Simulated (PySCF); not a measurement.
SMILES COC[SiH2]OC, GFN2-xTB optimised geometry.

```
16

C      2.70    -1.86    -0.03
O      1.31    -1.68    -0.03
C      0.93    -0.32     0.00
Si    -0.96    -0.32     0.00
O     -1.32     1.27     0.00
C     -2.59     1.86     0.00
H      3.16    -1.44     0.87
H      3.16    -1.40    -0.91
H      2.88    -2.94    -0.06
H      1.35     0.17     0.89
H      1.35     0.21    -0.87
H     -1.49    -0.99    -1.19
H     -1.49    -0.99     1.19
H     -2.46     2.94    -0.01
H     -3.16     1.55    -0.87
H     -3.15     1.57     0.90
```

Density from CAM-B3LYP/def2-TZVP run with PySCF at that geometry.

Minimum of the electron density along straight lines between bonded atoms, close to the bond critical point (lines longer than 1.1 times the sum of covalent radii, or with two minima, are not listed):

| bond | length / Å | ρ at the minimum / e bohr⁻³ | ∇²ρ there / e bohr⁻⁵ | position (fraction from the first atom) |
|---|---|---|---|---|
| C1–O2 | 1.403 | 0.270 | -0.63 | 0.36 |
| O2–C3 | 1.414 | 0.261 | -0.56 | 0.64 |
| C3–Si4 | 1.896 | 0.124 | 0.15 | 0.62 |
| Si4–O5 | 1.624 | 0.143 | 0.90 | 0.41 |
| O5–C6 | 1.397 | 0.264 | -0.53 | 0.65 |
| C1–H7 | 1.098 | 0.281 | -0.98 | 0.65 |
| C1–H8 | 1.098 | 0.281 | -0.98 | 0.65 |
| C1–H9 | 1.089 | 0.288 | -1.04 | 0.65 |
| C3–H10 | 1.099 | 0.277 | -0.95 | 0.64 |
| C3–H11 | 1.099 | 0.277 | -0.95 | 0.64 |
| Si4–H12 | 1.467 | 0.127 | 0.16 | 0.49 |
| Si4–H13 | 1.467 | 0.127 | 0.16 | 0.49 |
| C6–H14 | 1.090 | 0.287 | -1.03 | 0.65 |
| C6–H15 | 1.092 | 0.285 | -1.01 | 0.65 |
| C6–H16 | 1.092 | 0.285 | -1.01 | 0.65 |
